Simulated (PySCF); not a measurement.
Predicted microwave data (PBE0/pcSseg-1 in PySCF (dipole) on a GFN2-xTB geometry, gas phase) for one isomer of C8H4ClF3O:

| Property | Result |
| --- | --- |
| Rotational constants | A = 1243, B = 463.0, C = 370.0 MHz |
| Dipole components | \|μa\| = 3.32 D, \|μb\| = 1.96 D, \|μc\| = 0.82 D |
| Inertial defect | -132.26 u·Å² |
| κ | -0.79 |

Question: Which structure is it? (One computed conformer of each.)
A. `[OH:1][c:2]1[cH:3][cH:4][c:5]([C:6]([F:7])=[C:8]([F:9])[F:10])[c:11]([Cl:12])[cH:13]1` with H–O1–C2–C3 0°, C4–C5–C6–F7 -43°
B. `[O:1]=[C:2]([Cl:3])[c:4]1[cH:5][cH:6][c:7]([C:8]([F:9])([F:10])[F:11])[cH:12][cH:13]1` with O1–C2–C4–C5 0°
C. `[O:1]=[C:2]([Cl:3])[c:4]1[cH:5][cH:6][cH:7][cH:8][c:9]1[C:10]([F:11])([F:12])[F:13]` with O1–C2–C4–C5 -135° (2-(trifluoromethyl)benzoyl chloride)

Answer: A. It is Oc1ccc(C(F)=C(F)F)c(Cl)c1, an asymmetric top, point group C1. The candidates at the same level (rigid rotor, commonest isotopes):

```tsv
SMILES	A (MHz)	B (MHz)	C (MHz)	μa (D)	μb (D)	μc (D)	Δ (u·Å²)	point group	rotor
Oc1ccc(C(F)=C(F)F)c(Cl)c1	1243	463.0	370.0	3.32	1.96	0.82	-132.26	C1	asymmetric top
O=C(Cl)c1ccc(C(F)(F)F)cc1	1990	305.0	277.2	0.85	0.67	0.08	-87.79	C1	near-prolate asymmetric top
O=C(Cl)c1ccccc1C(F)(F)F	888.3	687.2	438.8	0.36	5.23	0.38	-152.46	C1	asymmetric top
```

`O=C(Cl)c1ccccc1C(F)(F)F` has B 48 % too high; `O=C(Cl)c1ccc(C(F)(F)F)cc1` has A 60 % too high. No structure here is proved a minimum.
